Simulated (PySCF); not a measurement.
## How methods differ on the ionisation energy of Sm⁶⁰⁺

Sm⁶⁰⁺ 1s2 (1S) → Sm⁶¹⁺ 1s1 (2S), as a difference of total energies. Computed with PySCF 2.14 in an uncontracted even-tempered set (17 s from 150 bohr⁻², ratio 2.2; 7 p from 230 bohr⁻², ratio 2.4; 4 d from 690 bohr⁻², ratio 2.4; 3 f from 1000 bohr⁻², ratio 2.4; 3 g from 1500 bohr⁻², ratio 2.4), with scalar relativity by spin-free X2C-1e. Correlated levels: nothing frozen; virtual orbitals above 40 to 60 times the deepest correlated orbital energy dropped. The calculations carry no spin-orbit coupling.

| method | ionisation energy (eV) |
| --- | --- |
| UHF | 54096.5 |
| LDA | 54023.8 |
| PBE0 | 54096.1 |
| PW91 | 54098.1 |
| r2SCANh | 54102.1 |
| MP2 (all electrons) | 54098.2 |
| SCS-MP2 (all electrons) | 54098.6 |

Problem. Estimate what PBE gives.

Solution. 54095.6 eV, closest to PBE0 among the rows shown.

Problem. Estimate what r2SCAN gives.

Solution. 54102.6 eV, closest to r2SCANh among the rows shown.

For this ion Breit and QED terms and the two-electron picture change, all absent here, outweigh the differences among the correlated methods.

For comparison: 53986.12 ± 0.07 eV (theoretical estimate listed by NIST; NIST Atomic Spectra Database, ionization energies).
